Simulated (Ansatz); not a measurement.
Ansatz (an electronic-structure program) job for VOCl2, SMILES [O]=[V]([Cl])[Cl] (connectivity only; charge and spin as stated), neutral, multiplicity 2, CAM-B3LYP/def2-SVPD. The structure is a stationary point at ωB97X-D3(BJ)/def2-SVP. The multiplicity is an assumed one; other spin states were not compared. The isomer is the one that the SMILES or the coordinates give; other isomers of the formula were not compared.

Ansatz 0.2 input:
```yaml
crystal:
  periodic: [false, false, false]
  atoms:
    - {symbol: V, position_ang: [0.00000000, -0.00000000, 0.32825348]}
    - {symbol: O, position_ang: [0.00000000, -0.00000000, 1.85795253]}
    - {symbol: Cl, position_ang: [0.00000000, 1.92543913, -0.65921912]}
    - {symbol: Cl, position_ang: [0.00000000, -1.92543912, -0.65921913]}
basis:
  gaussian:
    orbitals: def2-SVPD
hamiltonian:
  xc: {name: CAM-B3LYP}
magnetization: {spin_polarized: true, initial_magnetization: 1}
```

Log of the run:

```
WARN ansatz: RAYON_NUM_THREADS=1 ignored (pool sized by the plan → 1); use --threads N
Functional definition: CAM-B3LYP
integrals: 0.07 GiB planned
1082 factors; integrals over basis functions are off by at most 1.2e-3 eV
integrals: 0.14 GiB planned
315 factors; integrals over basis functions are off by at most 2.5e-5 eV
mean field: 1.11 GiB planned
mean field evaluation 1: about -52760.4955 eV, gradient 5.5e1 eV
mean field evaluation 2: about -52482.7094 eV, gradient 2.8e2 eV
mean field evaluation 4: about -52771.2132 eV, gradient 1.8e1 eV
mean field evaluation 8: about -52772.5146 eV, gradient 2.5e-1 eV
mean field evaluation 16: about -52772.5679 eV, gradient 1.1e-2 eV
mean field evaluation 32: about -52772.5679 eV, gradient 3.8e-6 eV
mean field -52772.56785678 eV, -1939.3560982055 hartree, gradient 3.8e-6 eV, S^2 0.762972; 1 other end points of the search recorded, 0 dependent functions left out
reference -52772.56797772 eV, -1939.3561026497 hartree; 33, 32 occupied and 78, 79 virtual orbitals, 1082 factors
Total energy: -52772.56797772 eV, -1939.3561026497 hartree
```

The run converged.
